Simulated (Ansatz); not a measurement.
All numbers were calculated with Ansatz.

A structure relaxed at PBE0-D4/def2-TZVP, charge 0, multiplicity 1:

```xyz
13

C    -1.341   -1.597   -0.618
O    -1.365   -0.260   -0.168
Sn    0.221    0.538    0.641
C     1.838    0.943   -0.665
F     0.844   -0.860    1.813
S    -0.630    2.348    1.915
H    -1.028   -2.295    0.167
H    -0.680   -1.732   -1.484
H    -2.355   -1.863   -0.928
H     2.664    1.358   -0.090
H     2.149    0.009   -1.131
H     1.520    1.654   -1.427
H    -1.836    1.757    1.975
```

(1) Give its formula and SMILES.

(2) Point group (tolerance 0.08 Å, 0.16 Å for H)?

(3) Summarise the bond lengths by kind.

Answers

(1) C2H7FOSSn, `C[O][Sn]([CH3])([F])[SH]`.

(2) C1.

(3) 1 × C–O 1.411 Å; 6 × C–H 1.089 to 1.098 Å; 1 × O–Sn 1.951 Å; 1 × C–Sn 2.118 Å; 1 × F–Sn 1.927 Å; 1 × S–Sn 2.371 Å; 1 × H–S 1.345 Å.
